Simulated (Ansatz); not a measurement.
Relaxation of BH8NOSSi2 (14 atoms, charge 0, multiplicity 1), to a largest force component of 0.015 eV/Å in at most 40 steps.

All numbers below come from RKS PBE0-D4/STO-3G in Ansatz.

```xyz
14
Properties=species:S:1:pos:R:3
B 0.093 -2.429 1.063
O 0.937 -1.972 -0.028
Si 1.191 -0.286 0.198
Si -0.461 0.911 -0.499
N -0.164 2.639 -0.385
S -0.950 0.417 -2.541
H 0.516 -2.796 2.069
H -1.087 -2.338 0.886
H 1.503 0.030 1.670
H 2.399 0.113 -0.555
H -1.715 0.580 0.356
H -0.002 2.857 0.664
H -1.079 3.184 -0.671
H -1.194 -0.939 -2.199
```

Task: Where does it end, and by what steps?

Result: The forces met the threshold. Limits of this set-up: minimal basis. After 20 steps the energy has fallen by 1.682 eV; H7 moved furthest, 1.23 Å.

```tsv
step	energy less start (eV)	largest force component (eV/Å)	accepted
0	0.0000	4.203	yes
1	-0.6653	1.861	yes
2	-0.8516	1.037	yes
3	-0.9321	0.576	yes
4	-1.1067	0.703	yes
5	-1.2780	0.785	yes
6	-1.4672	0.598	yes
7	-1.5575	0.924	yes
8	-1.6223	0.285	yes
9	-1.6296	0.243	yes
10	-1.6544	0.153	yes
11	-1.6594	0.207	yes
12	-1.6659	0.463	yes
13	-1.6701	0.475	yes
14	-1.6794	0.138	yes
15	-1.6810	0.055	yes
16	-1.6814	0.032	yes
17	-1.6815	0.029	yes
18	-1.6818	0.020	yes
19	-1.6818	0.011	no
20	-1.6819	0.009	yes
```

```xyz
14
Properties=species:S:1:pos:R:3
B 0.125 -2.464 0.794
O 1.179 -1.702 1.072
Si 1.349 -0.063 0.538
Si -0.537 0.827 -0.365
N -0.163 2.558 -0.570
S -1.071 0.141 -2.301
H 0.127 -3.569 1.194
H -0.796 -2.071 0.171
H 1.765 0.658 1.723
H 2.465 -0.084 -0.384
H -1.652 0.580 0.540
H 0.005 2.996 0.367
H -1.012 3.058 -0.927
H -1.798 -0.895 -1.821
```

Whether the end is a true minimum wasn't checked by a vibrational analysis.

Run time: 2.9 min on 1 thread of Arm Neoverse N1 (shared host), peak memory 0.18 GiB.
